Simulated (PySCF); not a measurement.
## Bond length, frequency and bond energy of TlS by level of theory

State: ²Π (doublet), unpaired electrons π ↑. Set-up: PySCF, scalar-relativistic core potentials, basis sets Tl aug-cc-pVDZ-PP with ECP60, S aug-cc-pV(D+d)Z. De refers to Tl + S in their high-spin ground configurations, without counterpoise correction. The functionals are run spin-unrestricted. A positive dipole means Tl(−)S(+).

| Level | Re (Å) | ωe (cm⁻¹) | De (eV) | μ (D) | CPU s a point (SCF and correlation, without the integrals) |
| --- | --- | --- | --- | --- | --- |
| UHF | 2.654 | 255 | 1.78 | -4.49 | 0.8 |
| UHF-MP2 | 2.636 | 263 | 2.78 | n/a | 1.3 |
| UHF-SCS-MP2 | 2.649 | 258 | 2.72 | n/a | n/a |
| UHF-CCSD | 2.648 | 258 | 2.61 | n/a | n/a |
| UHF-CCSD(T) | 2.651 | 257 | 2.71 | n/a | 34 |
| PBE | 2.646 | 252 | 3.18 | -3.77 | 2 |
| revPBE | 2.667 | 245 | 3.01 | -3.95 | 0.89 |
| BLYP | 2.682 | 242 | 3.04 | -3.92 | 0.89 |
| r²SCAN | 2.627 | 262 | 3.11 | -3.81 | 1.9 |
| M06-L | 2.658 | 251 | 3.32 | -4.33 | 1.9 |
| PBE0 | 2.623 | 262 | 3.03 | -3.92 | 2.2 |

The bond length runs from 2.623 Å (PBE0) to 2.682 Å (BLYP). De spans 1.78 eV (UHF, mean field) to 3.32 eV (M06-L, meta-GGA). Correlation at CCSD(T) changes the Hartree–Fock bond energy by +0.93 eV; the triples alone change it by +0.10 eV.

Correlated steps freeze 9 core orbitals. Correlated levels converge slowly with the basis: in double zeta they bind strong bonds too weakly, by up to about 1 eV, and carry superposition errors of some tenths. Spin–orbit coupling is left out, which matters for elements this heavy, above all for dissociation energies. The state is the lowest determinant that a PBE0 search found; another state may lie lower at other levels.

The whole job (state search and all levels along the bond) took about 7.7 min on 1 thread of Arm Neoverse N1 (shared host), peak memory 0.93 GiB.
